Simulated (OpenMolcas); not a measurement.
## 3s2 3p2 along the 14-electron sequence

* Program: OpenMolcas
* Method: SS-RASPT2, IPEA 0.25 Eh, imaginary shift 0.1 Eh
* Basis: ANO-RCC-VQZP
* Scalar Hamiltonian: DKH2, point nucleus
* Spin-orbit coupling: state interaction with AMFI integrals over the reference wave functions, term energies averaged over their components

Active space for each ion: 4 electrons in 9 orbitals (RAS2 3s 3p; RAS3 3d, at most 2 electrons); closed shells correlated by CASPT2: 2s 2p.

Computed levels in cm-1 above 3P0:

| Level | P+ | S2+ | Cl3+ | Ar4+ |
| --- | --- | --- | --- | --- |
| 3P1 | 143 | 259 | 428 | 672 |
| 3P2 | 412 | 731 | 1186 | 1814 |
| 1D2 | 8910 | 11390 | 13850 | 16330 |
| 1S0 | 21600 | 27390 | 32890 | 38200 |
| weight of 3P in the lowest level (%) | 100 | 100 | 100 | 100 |

Measured, with the error of the calculation in %. Measured levels: P+ from NIST Handbook of Basic Atomic Spectroscopic Data; S2+ from NIST levels in Podobedova, Kelleher and Wiese, J. Phys. Chem. Ref. Data 38, 171 (2009); Cl3+ from Moore, Atomic Energy Levels, vol. I, NSRDS-NBS 35 (1971 reprint of NBS Circular 467, 1949); Ar4+ from Saloman, J. Phys. Chem. Ref. Data 39, 033101 (2010).

```
Level            P+           S2+          Cl3+          Ar4+
  3P1   165 (-13.1)   299 (-13.4)   491 (-12.8)   763 (-12.0)
  3P2   469 (-12.2)   833 (-12.3)  1341 (-11.6)  2029 (-10.6)
  1D2   8882 (+0.3)  11323 (+0.6)  13766 (+0.6)  16299 (+0.2)
  1S0  21576 (+0.1)  27161 (+0.8)  32550 (+1.0)  37912 (+0.8)
```

The fine-structure level 3P2 changes by a factor of 4.4 from P+ to Ar4+. Its fourth root runs 4.51, 5.20, 5.87, 6.53, with steps per unit of Z of 0.69, 0.67, 0.66; equal steps would mean a (Z - σ)^4 law with constant σ.

1D2 changes by a factor of 1.83 over the same range, with steps per unit of Z of +2480, +2460, +2480 cm-1.

Term energies are means over components that CASPT2 splits; among the terms shown or strongly mixed into the levels shown the widest spread is 15 cm-1 (3s2 3p2 1D, P+). Over all roots computed the reference weight is 0.94 to 0.99 in P+; the roots of lowest weight are the least certain, and an intruder state may touch them. The run also gave levels led by 3s 3p2 3d, 3s2 3p 3d, which use shells meant for correlation; these and all levels above them are left out (holds for P+; S2+). Active for correlation alone: 3d; no level in the range computed is led by a configuration that fills it, so any true level of that kind is missing (holds for Cl3+; Ar4+). Measured partners are found by configuration, term and J. A level has none where our copy of the source lacks it or the pairing is in doubt (some pairs that miss far off the trend of their configuration count as doubtful), and it then counts in no deviation. Levels of configurations outside the active space are missing.
